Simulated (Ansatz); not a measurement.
```yaml
crystal:
  periodic: [false, false, false]
  atoms:
    - {symbol: F, position_ang: [-1.483030, -0.388225, 1.284420]}
    - {symbol: Sb, position_ang: [-1.097015, 0.176393, -0.511975]}
    - {symbol: Se, position_ang: [1.121494, 1.347010, -0.110457]}
    - {symbol: H, position_ang: [-0.341771, -1.316473, -0.888093]}
    - {symbol: H, position_ang: [1.850222, 0.107696, 0.184606]}
basis:
  gaussian: {orbitals: def2-mTZVPP}
total_charge: 4
magnetization: {spin_polarized: true, initial_magnetization: 0}
hamiltonian: {xc: {name: r2SCAN}}
output: {forces: true}
```

```sh
$ ansatz run in.yaml --threads 2 --pin off --events-out ev --progress --plain --max-ram 4352MiB
```

Shortened log:

```
Functional definition: r2SCAN
1010 factors; their error is unknown
mean field evaluation 1: about -74514.6681 eV, gradient 1.2e2 eV
mean field evaluation 2: about -74080.1490 eV, gradient 1.9e2 eV
mean field evaluation 4: about -74505.6295 eV, gradient 8.3e1 eV
mean field evaluation 8: about -74561.8352 eV, gradient 7.5e-1 eV
mean field evaluation 16: about -74561.8004 eV, gradient 1.8e-5 eV
mean field -74562.04102281 eV, -2740.1044676218 hartree, gradient 9.8e-6 eV, S^2 0.795493; 12 other end points of the search recorded, 0 dependent functions left out
reference -74562.04103418 eV, -2740.1044680397 hartree; 32, 32 occupied and 74, 74 virtual orbitals, 1010 factors
Total energy: -74562.04103418 eV, -2740.1044680397 hartree
Atom 0 at    -1.483030    -0.388225     1.284420 Å, force    -0.116017     0.756285    -0.862569 eV/Å
Atom 1 at    -1.097015     0.176393    -0.511975 Å, force    -4.292398    -1.591696     1.181298 eV/Å
Atom 2 at     1.121494     1.347010    -0.110457 Å, force     3.185025     4.726969     0.486290 eV/Å
Atom 3 at    -0.341771    -1.316473    -0.888093 Å, force     0.016332    -2.263285    -1.307432 eV/Å
Atom 4 at     1.850222     0.107696     0.184606 Å, force     1.207059    -1.628273     0.502413 eV/Å
Dipole moment:     0.803946    -0.194300    -0.456653 e Å
```

Problem. What is wrong with this run?

Solution. The charge is far from anything that the molecule holds. Self-consistency was reached. The result belongs to that input, not to the molecule as meant.
